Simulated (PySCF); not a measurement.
Structure problem from calculated spectra and properties.

Formula: C8H11; charge +1.

* 13C NMR: chemical shifts (computed TMS as zero) by class: 233.8 (1 C), 219.4 (1 C), 173.1 (1 C), 151.8 (1 C), 145.6 (1 C), 48.9 (1 C), 48.0 (1 C), 23.1 (1 C) ppm [GIAO PBE0/pcSseg-1]
* Rotational structure: rotational constants A, B, C: 4.296, 1.536, 1.156 GHz [GFN2-xTB]
* Triplet: lowest triplet excitation (Tamm–Dancoff): 2.18 eV [TDA CAM-B3LYP/def2-SVPD]
* Polarisability: 94.4 au [CAM-B3LYP/def2-SVPD]
* UV, first state: lowest singlet excitation: 4.11 eV (302 nm, f = 0.442) [TDDFT CAM-B3LYP/def2-SVPD]
* 1H NMR: chemical shifts (computed TMS as zero) by class: 9.93 (1 H), 8.23 (1 H), 8.16 (1 H), 8.11 (1 H), 3.91 (2 H), 3.65 (2 H), 2.59 (3 H) ppm [GIAO PBE0/pcSseg-1]

Gas-phase values; electronic properties from PySCF, density fitting. Levels stand in brackets. The structure is a single GFN2-xTB conformer in the gas phase; no vibrational or solvent corrections. NMR values are class means; diastereotopic atoms form classes of their own.

Question: Give a SMILES that accounts for the data.

Answer: Numbering: `[CH2:1]=[C:2]([CH3:3])[C+:4]1[CH:5]=[CH:6][CH2:7][CH2:8]1`. 8 carbons fall into 8 classes; from least to most shielded: carbon bonded to 3 C [C4] (233.8 ppm), carbon bonded to 2 C and H [C6] (219.4 ppm), carbon bonded to C and 2 H [C1] (173.1 ppm), carbon bonded to 3 C [C2] (151.8 ppm), carbon bonded to 2 C and H [C5] (145.6 ppm), allylic carbon [C7] (48.9 ppm), ring CH2 carbon [C8] (48.0 ppm), allylic carbon [C3] (23.1 ppm). Hydrogen classes from least to most shielded: 1 H on a carbon bonded to 2 C and H, C6 (9.93 ppm), 1 H on a carbon bonded to 2 C and H, C5 (8.23 ppm), 1 H on a carbon bonded to C and 2 H, C1 (8.16 ppm), 1 H on a carbon bonded to C and 2 H, C1 (8.11 ppm), 2 H on an allylic carbon, C7 (3.91 ppm), 2 H on a ring CH2 carbon, C8 (3.65 ppm), 3 H on an allylic carbon, C3 (2.59 ppm). S1 is mainly HOMO→LUMO (weight 0.98); the largest Löwdin shares of the orbital it empties are 0.24 on the carbon bonded to C and 2 H, 0.23 on a carbon bonded to 3 C, 0.14 on a carbon bonded to 2 C and H and 0.11 on a carbon bonded to 2 C and H, of the orbital it fills 0.27 on a carbon bonded to 3 C, 0.20 on a carbon bonded to 2 C and H, 0.19 on the carbon bonded to C and 2 H and 0.07 on a carbon bonded to 3 C. By its constants the optimised geometry is an asymmetric top. Structure: `C=C(C)[C+]1C=CCC1`. Computed isomers that give other values at the same levels: `CCC1=CC=CC[CH+]1` (13C chemical shifts (computed TMS as zero) by class: 193.6 (1 C), 193.2 (1 C), 184.6 (1 C), 164.1 (1 C), 143.0 (1 C), 53.6 (1 C), 34.7 (1 C), 23.2 (1 C) ppm); `C=CCC#C[C+](C)C` (lowest singlet excitation: 2.83 eV (439 nm, f = 0.007)); `C=C(C)[C@H]1C=C[CH+]C1` (13C chemical shifts (computed TMS as zero) by class: 223.0 (1 C), 204.5 (1 C), 161.4 (1 C), 145.9 (1 C), 124.0 (1 C), 74.2 (1 C), 56.4 (1 C), 26.0 (1 C) ppm). The assignments are read from this structure; whether some other isomer fits the data as well wasn't checked.

The values belong to the conformer `[CH2:1]=[C:2]([CH3:3])[C+:4]1[CH:5]=[CH:6][CH2:7][CH2:8]1`: C1–C2–C4–C5 3°.
